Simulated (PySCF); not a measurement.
PySCF 2.14 output of an unrestricted LC-wPBE calculation on a single atom or ion in aug-cc-pVQZ-PP with ECP28MDF (7s7p5d3f2g, 92 functions), with a scalar-relativistic core potential:

```
SCF conv_tol = 1e-09
number electrons alpha = 10  beta = 9
    O. A. Vydrov and G. E. Scuseria.,  J. Chem. Phys. 125, 234109 (2006)
cycle= 1 E= -188.657312412887  delta_E= -0.00344  |g|= 0.0327  |ddm|= 0.461
cycle= 2 E= -188.657640052043  delta_E= -0.000328  |g|= 0.0163  |ddm|= 0.0851
cycle= 3 E= -188.657724338297  delta_E= -8.43e-05  |g|= 0.00224  |ddm|= 0.0287
cycle= 4 E= -188.657740050032  delta_E= -1.57e-05  |g|= 0.000474  |ddm|= 0.0115
cycle= 5 E= -188.657740740773  delta_E= -6.91e-07  |g|= 2.32e-05  |ddm|= 0.00303
cycle= 6 E= -188.657740742222  delta_E= -1.45e-09  |g|= 3.2e-06  |ddm|= 0.000128
cycle= 7 E= -188.657740742249  delta_E= -2.62e-11  |g|= 3.92e-07  |ddm|= 1.68e-05
converged SCF energy = -188.657740742249  <S^2> = 0.75000732  2S+1 = 2.0000073
```

The run itself started from symmetry-adapted Hartree-Fock orbitals and held the occupation by maximum overlap, on a logarithmic radial grid, so the iterations belong to that start.

Task: Which element, charge and spin multiplicity is this?

Result: In²⁺ (indium, charge +2), multiplicity 2; the state was [Kr] 4d10 5d1, 2D determinant (an excited configuration).

Energies and moments cover only the electrons outside the core potential. The outer electron is Rydberg-like, and this basis confines it to a smaller radius and binds it less than a complete one would.
